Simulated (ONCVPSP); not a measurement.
**zinc (Zn), ONCV: configuration errors across variants**

```json
{
 "Element": "zinc",
 "Generator": "ONCVPSP 4.0.1",
 "Type": "optimised norm-conserving Vanderbilt (ONCV)",
 "Functional": "LDA (Perdew-Wang 92)",
 "Relativity": "scalar-relativistic",
 "Frozen core": "[Ne]",
 "Valence charge": "20",
 "Reference configuration": "3s2 3p6 3d10 4s1.75 4p0.25",
 "Partial waves": "3s+4s: rc 1.05 bohr, ncon 4, nbas 9, qcut 9.5 1/bohr, 2 projectors; 3p+4p: rc 1.50 bohr, ncon 3, nbas 6, qcut 11.5 1/bohr, 2 projectors; 3d: rc 0.75 bohr, ncon 4, nbas 8, qcut 19.3 1/bohr, 2 projectors, debl 2.8 Ha",
 "Local potential": "polynomial inside 0.70 bohr (lpopt 5, dvloc0 0 Ha)",
 "Core correction": "Teter function fitted to the true core (icmod 2), fcfact 0.4"
}
```

All-electron excitation energies from the reference (eV): (1) 3s2 3p6 3d10 4s2 4p0 -1.257; (2) 3s2 3p6 3d10 4s1 4p0 8.927; (3) 3s1 3p6 3d10 4s2 4p0 136.215.

1 further variants failed, have other tests or another functional or relativity, and are left out.

Errors AE − PS in meV (a dash: test not solved or not reliable):

```csv
change,(1),(2),(3),bound ghosts,GHOST(+) flags above zero
base,+0.1,-0.3,-90,none,none
"local potential polynomial inside 0.70 bohr (lpopt 5, dvloc0 1 Ha)",+0.1,-0.3,-90,none,none
d: nproj 3,+0.1,-0.3,-91,none,none
d: nproj 0; local potential the d channel,+0.1,-0.4,-101,none,s
"d: ncon 5, nbas 9",+0.1,-0.3,-85,none,none
s: qcut 12.4; p: qcut 15.1; d: qcut 25.3,+0.1,-0.4,-34,none,none
d: qcut 17.6,+0.1,-0.3,-96,none,none
```

Problem. Give the same row for: s: qcut 10.8.

Solution. +0.1, -0.4, -63; bound ghosts: none; GHOST(+) flags above zero: none.
